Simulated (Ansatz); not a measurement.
`C[O][Ge]([SH])([Cl])[Cl]` and `[SH][GeH]([Cl])[Cl]` differ in one atom or group.

Ansatz, PBE0-D4/def2-TZVP geometries, multiplicity 1. Each molecule was computed in one conformer, which needn't be the lowest.

Scalar relativity is left out up to krypton.

```csv
property,`C[O][Ge]([SH])([Cl])[Cl]`
size of the dipole moment (PBE/def2-TZVPP) / D,2.05
HOMO energy (ωB97M-V/def2-TZVPP) / eV,-10.43
size of the dipole moment (ωB97M-V/def2-TZVPP) / D,2.09
HOMO–LUMO gap (PBE/def2-TZVPP) / eV,4.55
HOMO–LUMO gap (B3LYP/def2-TZVPP) / eV,6.28
size of the dipole moment (B3LYP/def2-TZVPP) / D,2.11
```

(1) What does the change do to each property? (Estimate.)

Results:

(1) Ansatz gave: 
```csv
property,`[SH][GeH]([Cl])[Cl]`,shift
size of the dipole moment (PBE/def2-TZVPP) / D,1.92,-0.13
HOMO energy (ωB97M-V/def2-TZVPP) / eV,-10.31,0.12
size of the dipole moment (ωB97M-V/def2-TZVPP) / D,2.02,-0.07
HOMO–LUMO gap (PBE/def2-TZVPP) / eV,4.68,0.13
HOMO–LUMO gap (B3LYP/def2-TZVPP) / eV,6.35,0.07
size of the dipole moment (B3LYP/def2-TZVPP) / D,2.00,-0.11
```

With PBE0 the HOMO rises by 0.10 eV and the LUMO rises by 0.17 eV, so the gap widens by about 0.07 eV. PBE moves the HOMO by 0.06 eV and ωB97M-V by 0.12 eV. Dipoles are sizes alone; their direction can turn.

B3LYP here is the variant with VWN-RPA as its local correlation; programs differ in this.
